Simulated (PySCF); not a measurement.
## Peak assignment

Atom-mapped SMILES (the numbers label the heavy atoms): `[F:1][BH2-:2][n+:3]1[cH:4][cH:5][cH:6][cH:7][cH:8]1` (H(Xn): hydrogen on atom n).

Non-relativistic, one averaged value for each set of equivalent atoms, no solvent, single conformer. Coordinates at the PBE0-D3(BJ)/def2-SVP level; B3LYP/pcJ-1 coupling constants (spin–dipole term only in couplings to heteroatoms); GIAO KT2/pcSseg-1 shieldings; PySCF 2.14.0 with density-fitted response routines.

Shifts are taken against calculated references (same method and geometry level): TMS for $^{13}$C (183.22 ppm), $^{1}$H (31.18 ppm).

**Question.** Assign these signals to the numbered atoms. $^{13}$C{$^{1}$H} NMR (computed): δ 137.4 (CH, d, J = 12.2 Hz), 130.5 (CH), 120.0 (CH).

**Answer.** 
| δ (ppm) | atoms | environment | reason |
| --- | --- | --- | --- |
| 137.4 | C4/C8 | aromatic CH next to a ring nitrogen | – |
| 130.5 | C6 | aromatic CH | the aromatic region |
| 120.0 | C5/C7 | aromatic CH | – |

**Question.** Assign these signals to the numbered atoms. $^{1}$H NMR (400 MHz, computed): δ 8.50 (ddd, J = 6.7, 1.4, 1.2 Hz, 2H), 7.40 (tt, J = 8.4, 1.4 Hz, 1H), 7.14 (dd, J = 8.4, 6.7 Hz, 2H), 4.41 (br, 2H).

**Answer.** 
```tsv
δ (ppm)	atoms	environment	reason
8.50	H(C4)/H(C8)	hydrogen on an aromatic CH next to a ring nitrogen	ring current plus the neighbouring ring nitrogen
7.40	H(C6)	hydrogen on an aromatic CH	aromatic region
7.14	H(C5)/H(C7)	hydrogen on an aromatic CH	–
4.41	H(B2)	hydrogen on a boron bonded to F, N	–
```

Hydrogens on boron are broadened and split by $^{11}$B (spin 3/2, 80 %) and 10B (spin 3). C–F couplings over four or more bonds (about 3 Hz to the para carbon of a fluoroarene) are left out. Multiplet labels drop couplings under 1 Hz and merge nearly equal ones. Couplings among chemically equivalent protons are left out too, so labels in AA′BB′ or AA′XX′ sets are apparent multiplicities. Unscaled 3J(H,H) at this level run about 10 % above measured values. Shifts are as computed. Against solution values, carbons near 30 ppm lie about +2 ppm off and those near 130 ppm about -5 ppm. Of 1211 compounds with measured shifts, 218 miss one by over three times the rms of a fit or turn the order of signals round; such compounds aren't used in these exercises.
